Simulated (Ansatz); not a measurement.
System: difluoro-bis(prop-2-enyl)silane, C6H10F2Si, net charge 0, singlet state. SMILES: F[Si](CC=C)(CC=C)F
Coordinates optimised at B3LYP-D3(BJ)/def2-TZVP (Ansatz, a first-principles code):
```
Si
F 1 1.5986
F 1 1.6011 2 106.34
C 1 1.8612 2 109.53 3 -117.67
H 4 1.0942 1 107.83 2 -58.17
H 4 1.0949 5 107.05 1 114.79
C 4 1.4979 5 110.86 6 121.13
C 7 1.3271 4 125.19 5 13.62
H 8 1.0818 7 121.38 4 178.39
H 8 1.0841 9 116.93 7 179.79
H 7 1.0859 8 119.07 9 0.37
C 1 1.8647 2 108.58 3 116.63
H 12 1.0939 1 108.08 2 63.73
H 12 1.0948 13 107.24 1 115.61
C 12 1.4976 13 110.93 14 121.34
C 15 1.3280 12 125.29 13 15.36
H 16 1.0819 15 121.44 12 178.26
H 16 1.0844 17 116.89 15 -179.61
H 15 1.0861 16 118.94 17 0.47
```

Wanted: vertical triplet-singlet gap (E(triplet) - E(singlet); each state is the SCF solution reached for its spin), in kJ/mol. Valence correlation only, unless marked. Open shells are spin-unrestricted. Spin-orbit coupling is left out. No relativistic terms. 

```json
[
 {"level": "HF/aug-cc-pV(D+d)Z", "program": "Ansatz", "vertical triplet-singlet gap (kJ/mol)": "332.1"},
 {"level": "HF/aug-cc-pV(T+d)Z", "program": "Ansatz", "vertical triplet-singlet gap (kJ/mol)": "329.4"},
 {"level": "SVWN5/def2-TZVPD", "program": "Ansatz", "vertical triplet-singlet gap (kJ/mol)": "430.8"},
 {"level": "r2SCAN/def2-TZVPD", "program": "Ansatz", "vertical triplet-singlet gap (kJ/mol)": "388.5"},
 {"level": "B3LYP/def2-TZVPD", "program": "Ansatz", "vertical triplet-singlet gap (kJ/mol)": "414.3"},
 {"level": "BHLYP/def2-TZVPD", "program": "Ansatz", "vertical triplet-singlet gap (kJ/mol)": "398.9"},
 {"level": "CAM-B3LYP/def2-TZVPD", "program": "Ansatz", "vertical triplet-singlet gap (kJ/mol)": "413.1"},
 {"level": "wB97X-V/def2-TZVPD", "program": "Ansatz", "vertical triplet-singlet gap (kJ/mol)": "427.8"},
 {"level": "B2PLYP/def2-TZVPD", "program": "Ansatz", "vertical triplet-singlet gap (kJ/mol)": "425.4"},
 {"level": "MP2/aug-cc-pV(D+d)Z", "program": "Ansatz", "vertical triplet-singlet gap (kJ/mol)": "447.7"},
 {"level": "RI-MP2/aug-cc-pV(T+d)Z", "program": "Ansatz", "vertical triplet-singlet gap (kJ/mol)": "448.5"},
 {"level": "SCS-MP2/aug-cc-pV(D+d)Z", "program": "Ansatz", "vertical triplet-singlet gap (kJ/mol)": "450.2"},
 {"level": "CCSD/aug-cc-pV(D+d)Z", "program": "Ansatz", "vertical triplet-singlet gap (kJ/mol)": "423.4"},
 {"level": "CCSD(T)/aug-cc-pV(D+d)Z", "program": "Ansatz", "vertical triplet-singlet gap (kJ/mol)": "433.6"}
]
```
